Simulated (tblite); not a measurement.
Parent: `[CH3:1][C:2](=[O:3])[Si@@H:4]1[CH:5]=[CH:6][CH2:7][SiH2:8]1` with C1–C2–Si4–C5 39°, C5H10OSi2.

Structures optimised with GFN2-xTB, isolated species. One conformer each, not checked by frequencies here.

```tsv
coordinate of the parent	value
C1–C2	1.506 Å
C2=O3	1.210 Å
C2–Si4	1.924 Å
Si4–C5	1.889 Å
C5=C6	1.329 Å
C6–C7	1.496 Å
C7–Si8	1.920 Å
Si4–Si8	2.313 Å
C1–C2–O3	122.4°
C1–C2–Si4	117.4°
O3–C2–Si4	120.2°
C2–Si4–C5	110.1°
C2–Si4–Si8	115.6°
C5–Si4–Si8	91.8°
Si4–C5–C6	118.5°
C5–C6–C7	124.1°
C6–C7–Si8	111.7°
Si4–Si8–C7	93.6°
```

Task: How does the shared frame change in `[O:1]=[C:2]([SiH3:3])[Si@H:4]1[CH:5]=[CH:6][CH2:7][SiH2:8]1` with O1–C2–Si4–C5 -96°, C4H10OSi3? Atoms pair as C2 = C2, O3 = O1, Si4 = Si4, C5 = C5, C6 = C6, C7 = C7, Si8 = Si8 (parent first).

Result: 
```tsv
parent	relative	value in the relative	change
C2=O3	C2=O1	1.217 Å	+0.007
C2–Si4	C2–Si4	1.940 Å	+0.016
Si4–C5	Si4–C5	1.887 Å	-0.002
C5=C6	C5=C6	1.330 Å	+0.001
C6–C7	C6–C7	1.497 Å	+0.001
C7–Si8	C7–Si8	1.923 Å	+0.003
Si4–Si8	Si4–Si8	2.304 Å	-0.009
O3–C2–Si4	O1–C2–Si4	117.9°	-2.3
C2–Si4–C5	C2–Si4–C5	106.9°	-3.2
C2–Si4–Si8	C2–Si4–Si8	113.0°	-2.6
C5–Si4–Si8	C5–Si4–Si8	92.3°	+0.5
Si4–C5–C6	Si4–C5–C6	118.1°	-0.4
C5–C6–C7	C5–C6–C7	124.3°	+0.2
C6–C7–Si8	C6–C7–Si8	111.7°	0.0
Si4–Si8–C7	Si4–Si8–C7	93.5°	-0.1
```

Of the parent's bonds, C2–Si4 changes most (+0.016 Å). Bonds of the relative outside the shared frame: C2–Si3 1.929 Å. Point group C1 → C1.

Task: How does the shared frame change in `[O:1]=[CH:2][CH2:3][C:4](=[O:5])[Si@H:6]1[CH:7]=[CH:8][CH2:9][SiH2:10]1` with O1–C2–C3–C4 -41°, C2–C3–C4–O5 -127°, C3–C4–Si6–C7 154°, C6H10O2Si2? Atoms pair as C1 = C3, C2 = C4, O3 = O5, Si4 = Si6, C5 = C7, C6 = C8, C7 = C9, Si8 = Si10 (parent first).

Result: 
```json
{"parent": "C1–C2", "relative": "C3–C4", "value in the relative": "1.539 Å", "change": "+0.033"}
{"parent": "C2=O3", "relative": "C4=O5", "value in the relative": "1.203 Å", "change": "-0.007"}
{"parent": "C2–Si4", "relative": "C4–Si6", "value in the relative": "1.921 Å", "change": "-0.003"}
{"parent": "Si4–C5", "relative": "Si6–C7", "value in the relative": "1.891 Å", "change": "+0.002"}
{"parent": "C5=C6", "relative": "C7=C8", "value in the relative": "1.328 Å", "change": "-0.001"}
{"parent": "C6–C7", "relative": "C8–C9", "value in the relative": "1.498 Å", "change": "+0.002"}
{"parent": "C7–Si8", "relative": "C9–Si10", "value in the relative": "1.920 Å", "change": "0.000"}
{"parent": "Si4–Si8", "relative": "Si6–Si10", "value in the relative": "2.307 Å", "change": "-0.006"}
{"parent": "C1–C2–O3", "relative": "C3–C4–O5", "value in the relative": "120.3°", "change": "-2.1"}
{"parent": "C1–C2–Si4", "relative": "C3–C4–Si6", "value in the relative": "114.6°", "change": "-2.8"}
{"parent": "O3–C2–Si4", "relative": "O5–C4–Si6", "value in the relative": "125.1°", "change": "+4.9"}
{"parent": "C2–Si4–C5", "relative": "C4–Si6–C7", "value in the relative": "105.0°", "change": "-5.1"}
{"parent": "C2–Si4–Si8", "relative": "C4–Si6–Si10", "value in the relative": "117.0°", "change": "+1.4"}
{"parent": "C5–Si4–Si8", "relative": "C7–Si6–Si10", "value in the relative": "91.9°", "change": "+0.1"}
{"parent": "Si4–C5–C6", "relative": "Si6–C7–C8", "value in the relative": "118.3°", "change": "-0.2"}
{"parent": "C5–C6–C7", "relative": "C7–C8–C9", "value in the relative": "124.2°", "change": "+0.1"}
{"parent": "C6–C7–Si8", "relative": "C8–C9–Si10", "value in the relative": "111.6°", "change": "-0.1"}
{"parent": "Si4–Si8–C7", "relative": "Si6–Si10–C9", "value in the relative": "93.8°", "change": "+0.2"}
```

Of the parent's bonds, C1–C2 changes most (+0.033 Å). Bonds of the relative outside the shared frame: O1=C2 1.208, C2–C3 1.481 Å. Point group C1 → C1.

Task: How does the shared frame change in `[CH3:1][C:2](=[O:3])[Si@@H:4]1[CH:5]=[CH:6][C@@H:7]([CH:8]=[O:9])[SiH2:10]1` with C1–C2–Si4–C5 32°, C6–C7–C8–O9 48°, C2–Si4–C5–C6 -130°, C5–C6–C7–C8 -70°, C6–C7–Si10–Si4 -37°, C2–Si4–Si10–C7 139°, C6H10O2Si2? Atoms pair as C1 = C1, C2 = C2, O3 = O3, Si4 = Si4, C5 = C5, C6 = C6, C7 = C7, Si8 = Si10 (parent first).

Result: 
```
    parent     relative  value in the relative  change
     C1–C2        C1–C2                1.506 Å   0.000
     C2=O3        C2=O3                1.210 Å   0.000
    C2–Si4       C2–Si4                1.934 Å  +0.010
    Si4–C5       Si4–C5                1.889 Å   0.000
     C5=C6        C5=C6                1.331 Å  +0.002
     C6–C7        C6–C7                1.489 Å  -0.007
    C7–Si8      C7–Si10                1.968 Å  +0.048
   Si4–Si8     Si4–Si10                2.334 Å  +0.021
  C1–C2–O3     C1–C2–O3                 122.3°    -0.1
 C1–C2–Si4    C1–C2–Si4                 118.2°    +0.8
 O3–C2–Si4    O3–C2–Si4                 119.5°    -0.7
 C2–Si4–C5    C2–Si4–C5                 108.7°    -1.4
C2–Si4–Si8  C2–Si4–Si10                 111.0°    -4.6
C5–Si4–Si8  C5–Si4–Si10                  90.5°    -1.3
 Si4–C5–C6    Si4–C5–C6                 116.6°    -1.9
  C5–C6–C7     C5–C6–C7                 121.7°    -2.4
 C6–C7–Si8   C6–C7–Si10                 107.5°    -4.2
Si4–Si8–C7  Si4–Si10–C7                  87.8°    -5.8
```

Of the parent's bonds, C7–Si8 changes most (+0.048 Å). Bonds of the relative outside the shared frame: C7–C8 1.468, C8=O9 1.211 Å. Point group C1 → C1.

All values are computed, not measured.
